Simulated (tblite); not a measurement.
Compound: C6H5OS (doublet state).
Structure used (GFN2-xTB), in Å, numbered top down from 1:
```xyz
13
C6H5OS angstrom
O      2.3756   -0.5495    0.3022
C      1.0813   -0.2944    0.0951
C      0.3677   -1.0329   -0.8440
C     -0.9698   -0.7712   -1.0594
C     -1.6251    0.2319   -0.3429
C     -0.9402    0.9735    0.5890
C      0.4185    0.7281    0.8260
S      1.3153    1.6281    1.9767
H      2.7014    0.0645    0.9907
H      0.8854   -1.8052   -1.3904
H     -1.5141   -1.3495   -1.7905
H     -2.6716    0.4240   -0.5229
H     -1.4288    1.7532    1.1530
```

Computed geometry: GFN2-xTB, gas phase. This method treats the open shell by occupation alone, without spin polarisation.

Masses are those of the commonest isotopes; rigid-rotor values at the optimised geometry. The values belong to one conformer with, in the numbering `[OH:1][c:2]1[cH:3][cH:4][cH:5][cH:6][c:7]1[S:8]`, H–O1–C2–C3 180°.

(1) Give the principal moments of inertia and the rotational constants in GHz.

(2) Classify the top.

(3) What does the inertial defect say?

(4) Estimate the classical rotational partition function at 100 K, 200 K and 500 K.

## Answers

(1) Ia = 165.55, Ib = 311.98, Ic = 477.53 u·Å²; 505379 MHz·u·Å²/I gives 3053, 1620 and 1058 MHz, that is A = 3.0528, B = 1.6199, C = 1.0583 GHz.

(2) An asymmetric top; Ray's κ = -0.437.

(3) Planar: Δ = Ic − Ia − Ib = 0.00 u·Å². For a rigid frame Δ = −2 Σ m c², so it vanishes when all atoms lie in the ab plane; here none is more than 0.01 Å from it.

(4) Point group Cs, symmetry number σ = 1; q = (√π/σ)·√((kT/h)³/(ABC)), k/h = 20836.6 MHz/K: 73700 at 100 K, 208000 at 200 K, 824000 at 500 K.

For this open shell read J as N, the rotation without spin; fine and hyperfine splittings come on top. Its GFN2-xTB frequencies are all real (lowest 130 cm⁻¹). Zero-point vibration and centrifugal distortion are left out.

Time: 0.13 s of wall time. Hardware: one thread, Arm Neoverse V1 (aarch64), no GPU, shared host with 32 logical CPUs at a one-minute load of 19. That covers the optimisation of the geometry.
